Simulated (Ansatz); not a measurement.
`C#[C][GeH]([CH3])[F]`, 10 atoms. The species carries charge 0 and has multiplicity 1. Correlated methods include outer-core shells of Ge, which these sets cover unevenly. Scalar relativity is left out up to krypton. All runs use 4 threads of an Arm Neoverse V1 on a shared host. Correlated methods freeze the cores.

Problem. How many basis functions does each run have, and how long does it take in Ansatz? RKS BHLYP-D4/def2-TZVPP energy; RKS PBE0-D4/def2-QZVPP energy; RKS LC-ωPBE/def2-TZVPP energy; RKS B97M-V/def2-TZVPP energy; RKS ωB97M-V/def2-QZVPP energy; RKS PBE0-D4/def2-TZVP relaxation (5 steps); RKS PBE0-D4/def2-SVP energy; RHF-CCSD(T)/def2-TZVPP energy; RHF-MP2/def2-QZVPP energy; RKS r2SCAN0-D4/def2-TZVPP energy; direct RPA on PBE orbitals/def2-TZVPP energy; RHF-CCSD(T)/def2-SVP energy. (An estimate is asked.)

Solution. Computed: Other jobs shared the machine, so times are rough.

| level | job | functions | wall time | peak host memory (GiB) |
| --- | --- | --- | --- | --- |
| RKS PBE0-D4/def2-SVP | energy | 113 | 1.2 s | 0.24 |
| RKS LC-ωPBE/def2-TZVPP | energy | 242 | 2.6 s | 0.43 |
| RKS BHLYP-D4/def2-TZVPP | energy | 242 | 3.3 s | 0.66 |
| RKS r2SCAN0-D4/def2-TZVPP | energy | 242 | 4.9 s | 0.65 |
| direct RPA on PBE orbitals/def2-TZVPP | energy | 242 | 4.9 s | 0.54 |
| RKS PBE0-D4/def2-QZVPP | energy | 467 | 8 s | 1.7 |
| RKS B97M-V/def2-TZVPP | energy | 242 | 9 s | 0.38 |
| RHF-CCSD(T)/def2-SVP | energy | 113 | 9 s | 0.61 |
| RKS ωB97M-V/def2-QZVPP | energy | 467 | 19 s | 2 |
| RKS PBE0-D4/def2-TZVP | relaxation (5 steps) | 202 | 21 s | 0.56 |
| RHF-MP2/def2-QZVPP | energy | 467 | 22 s | 2.7 |
| RHF-CCSD(T)/def2-TZVPP | energy | 242 | 3.4 min | 5 |

LC-ωPBE has ω = 0.4 bohr⁻¹.
